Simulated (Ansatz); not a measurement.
Relaxation of AlH8N3 (12 atoms, charge 0, multiplicity 1), to a largest force component of 0.03 eV/Å in at most 50 steps.

Theory: Ansatz, RKS PBE-D4/def2-SVP.

```xyz
12
Properties=species:S:1:pos:R:3:forces:R:3
Al 0.044 -0.185 -0.141 0.00 0.25 -0.22
H -0.017 -0.437 1.408 -0.01 -0.37 0.29
N 1.626 -0.123 -0.973 -0.03 -0.02 -0.01
H 2.513 -0.401 -0.550 0.00 0.01 0.02
H 1.769 0.095 -1.960 0.02 0.00 -0.03
N -1.475 0.111 -1.039 0.00 0.00 0.00
H -2.401 0.116 -0.606 0.02 -0.02 -0.01
H -1.567 0.225 -2.050 -0.01 0.01 -0.01
N -0.054 2.417 1.562 0.00 -0.55 -0.04
H 0.820 2.590 1.046 0.02 0.01 -0.01
H -0.814 2.542 0.878 0.00 0.00 -0.01
H -0.049 1.395 1.787 -0.01 0.68 0.02
```

Where does it end, and by what steps?

It converged. After 12 steps the energy has fallen by 0.846 eV; N9 moved furthest, 0.74 Å. Joined: Al1–N9 (3.11 → 2.09 Å).

| step | energy less start (eV) | largest force component (eV/Å) | accepted |
| --- | --- | --- | --- |
| 0 | 0.0000 | 0.679 | yes |
| 1 | -0.0651 | 0.871 | yes |
| 2 | -0.0829 | 1.314 | yes |
| 3 | -0.1400 | 0.858 | yes |
| 4 | -0.1856 | 0.266 | yes |
| 5 | -0.2073 | 0.680 | yes |
| 6 | -0.2767 | 0.396 | yes |
| 7 | -0.4249 | 0.988 | yes |
| 8 | -0.4733 | 2.032 | yes |
| 9 | -0.7973 | 0.882 | yes |
| 10 | -0.8372 | 0.304 | yes |
| 11 | -0.8449 | 0.148 | yes |
| 12 | -0.8462 | 0.028 | yes |

```xyz
12
Properties=species:S:1:pos:R:3
Al -0.012 0.036 0.088
H -0.111 -0.994 1.331
N 1.584 0.231 -0.805
H 2.411 -0.269 -0.462
H 1.619 0.189 -1.828
N -1.514 0.354 -0.917
H -2.391 -0.122 -0.682
H -1.467 0.408 -1.939
N 0.056 1.875 1.070
H 0.925 2.306 0.718
H -0.744 2.405 0.692
H 0.040 1.927 2.097
```

Time of the run: 19 s on 2 threads of Arm Neoverse V2, with other jobs on the host, peak memory 0.13 GiB.
